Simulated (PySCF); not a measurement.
C₂H₃BF₂O, SMILES C(C)(=O)B(F)F.

Coordinates come from a ωB97X-D3(BJ)/def2-SVP optimisation. The structure was generated by enumeration, and PubChem lists no compound with its InChIKey, so it may never have been made. One conformer was computed; it need not be the lowest.

Method: PySCF with ωB97X/def2-TZVP.

Symmetry labels are those of the subgroup Cs that the program uses (full group Cs).

Q: List the valence orbital energies around the gap with their symmetry. (Estimate from the structure and the level; the computed values follow.)

A: 
```json
[
 {"orbital": "HOMO−7", "symmetry": "A\"", "energy (eV)": "-15.51"},
 {"orbital": "HOMO−6", "symmetry": "A'", "energy (eV)": "-15.43"},
 {"orbital": "HOMO−5", "symmetry": "A\"", "energy (eV)": "-15.39"},
 {"orbital": "HOMO−4", "symmetry": "A'", "energy (eV)": "-15.35"},
 {"orbital": "HOMO−3", "symmetry": "A'", "energy (eV)": "-14.93"},
 {"orbital": "HOMO−2", "symmetry": "A'", "energy (eV)": "-13.70"},
 {"orbital": "HOMO−1", "symmetry": "A\"", "energy (eV)": "-13.21"},
 {"orbital": "HOMO", "symmetry": "A'", "energy (eV)": "-10.03"},
 {"orbital": "LUMO", "symmetry": "A\"", "energy (eV)": "0.02"},
 {"orbital": "LUMO+1", "symmetry": "A'", "energy (eV)": "2.59"},
 {"orbital": "LUMO+2", "symmetry": "A\"", "energy (eV)": "3.48"},
 {"orbital": "LUMO+3", "symmetry": "A'", "energy (eV)": "3.84"}
]
```
